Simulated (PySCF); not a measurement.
# Computed vibrations of [Ce(H2O)8]4+

[Ce(H2O)8]4+ (singlet). PySCF 2.14.0, RKS PBE0, Ce lcecp-2-SVP with ECP46, O def2-SVP, H def2-SVP; non-relativistic Hamiltonian with scalar-relativistic core potentials where named; density fitting; no spin-orbit coupling. Central differences of gradients.

```xyz
25

Ce    0.0000    0.0000    0.0000
O     2.0717    0.0000    1.2318
H     2.2450    0.0000    2.1976
H     2.9698   -0.0001    0.8386
O     0.0000    2.0717    1.2318
H     0.0000    2.2450    2.1976
H     0.0001    2.9698    0.8386
O    -2.0717    0.0000    1.2318
H    -2.2450    0.0000    2.1976
H    -2.9698    0.0001    0.8386
O     0.0000   -2.0717    1.2318
H     0.0000   -2.2450    2.1976
H    -0.0001   -2.9698    0.8386
O     1.4649    1.4649   -1.2318
H     2.1000    2.0999   -0.8386
H     1.5875    1.5874   -2.1976
O    -1.4649    1.4649   -1.2318
H    -2.0999    2.1000   -0.8386
H    -1.5874    1.5875   -2.1976
O    -1.4649   -1.4649   -1.2318
H    -2.1000   -2.0999   -0.8386
H    -1.5875   -1.5874   -2.1976
O     1.4649   -1.4649   -1.2318
H     2.0999   -2.1000   -0.8386
H     1.5874   -1.5875   -2.1976
```

Run from Python with OMP_NUM_THREADS=4. Where DIIS fails, smearing, a level shift and second-order steps follow.
It took 5 min on 4 threads of Arm Neoverse V2, with other jobs on the host.

Problem. What are the harmonic wavenumbers and infrared intensities?

Solution. Modes are labelled in D4d; negative numbers are unstable modes, those under 60 cm⁻¹ near the noise; a finer grid moves soft modes by up to 10 cm⁻¹.
| cm⁻¹ | km/mol | symmetry |
| --- | --- | --- |
| -390 | – | a2 |
| -293 | – | e |
| -293 | – | e |
| -175 | – | b1 |
| -53 | – | e |
| -53 | – | e |
| 112 | 0.0 | b1 |
| 125 | 0.0 | e |
| 125 | 0.0 | e |
| 128 | 0.3 | e |
| 128 | 0.3 | e |
| 132 | 4.9 | b2 |
| 150 | 0.0 | e |
| 150 | 0.0 | e |
| 169 | 0.0 | a1 |
| 171 | 0.5 | e |
| 171 | 0.5 | e |
| 226 | 0.0 | e |
| 226 | 0.0 | e |
| 238 | 0.0 | e |
| 238 | 0.0 | e |
| 303 | 0.0 | e |
| 303 | 0.0 | e |
| 322 | 0.0 | e |
| 322 | 0.0 | e |
| 326 | 5.6 | b2 |
| 359 | 0.8 | e |
| 359 | 0.8 | e |
| 394 | 0.0 | a1 |
| 464 | 0.0 | a2 |
| 537 | 0.0 | e |
| 537 | 0.0 | e |
| 555 | 0.0 | e |
| 555 | 0.0 | e |
| 580 | 713.4 | e |
| 580 | 713.4 | e |
| 581 | 0.0 | b1 |
| 636 | 696.0 | e |
| 636 | 696.0 | e |
| 639 | 486.3 | b2 |
| 648 | 0.0 | e |
| 648 | 0.0 | e |
| 657 | 0.0 | a1 |
| 670 | 0.0 | e |
| 670 | 0.0 | e |
| 1667 | 0.0 | e |
| 1667 | 0.0 | e |
| 1673 | 0.0 | e |
| 1673 | 0.0 | e |
| 1678 | 397.7 | e |
| 1678 | 397.7 | e |
| 1682 | 220.5 | b2 |
| 1699 | 0.0 | a1 |
| 3652 | 0.0 | e |
| 3652 | 0.0 | e |
| 3655 | 0.0 | e |
| 3655 | 0.0 | e |
| 3660 | 1090.9 | e |
| 3660 | 1090.9 | e |
| 3661 | 975.7 | b2 |
| 3691 | 0.0 | a1 |
| 3705 | 0.0 | e |
| 3705 | 0.0 | e |
| 3705 | 0.0 | e |
| 3705 | 0.0 | e |
| 3710 | 498.3 | e |
| 3710 | 498.3 | e |
| 3712 | 1901.0 | b2 |
| 3715 | 0.0 | a1 |

Problem. Is this a minimum?

Solution. No: 6 unstable; the lowest moves the atoms so:
```
Ce   0.00  0.00  0.00
O    0.00 -0.01  0.00
H    0.00 -0.24  0.00
H    0.00  0.26  0.00
O    0.01  0.00  0.00
H    0.24  0.00  0.00
H   -0.26  0.00  0.00
O    0.00  0.01  0.00
H    0.00  0.24  0.00
H    0.00 -0.26  0.00
O   -0.01  0.00  0.00
H   -0.24  0.00  0.00
H    0.26  0.00  0.00
O    0.01 -0.01  0.00
H   -0.18  0.18  0.00
H    0.17 -0.17  0.00
O    0.01  0.01  0.00
H   -0.18 -0.18  0.00
H    0.17  0.17  0.00
O   -0.01  0.01  0.00
H    0.18 -0.18  0.00
H   -0.17  0.17  0.00
O   -0.01 -0.01  0.00
H    0.18  0.18  0.00
H   -0.17 -0.17  0.00
```
